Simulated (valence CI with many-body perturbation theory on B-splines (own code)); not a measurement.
**Which ion has this spectrum?**

A relativistic CI+MBPT calculation for an atom or ion with 22 electrons gives these levels (eV):

```
J  Parity       E     g
0    even   0.000      
1    even  28.939  1.49
4    even  39.163  1.08
2    even  39.821  1.26
3    even  43.133  1.17
0    even  65.332      
2    even  67.298  1.18
4    even  67.680  1.15
3    even  69.458  1.13
5    even  72.978  1.08
6    even  75.460  1.08
1    even  75.990  1.14
4    even  79.617  1.03
3    even  79.945  1.10
```

The energies are calculated, and their last digits are not significant.

Task: Which is it?
A. Eu41+
B. Gd42+
C. Pm39+
D. Dy44+

Result: B. Gd42+, ground level (3d3/2^4) J=0.
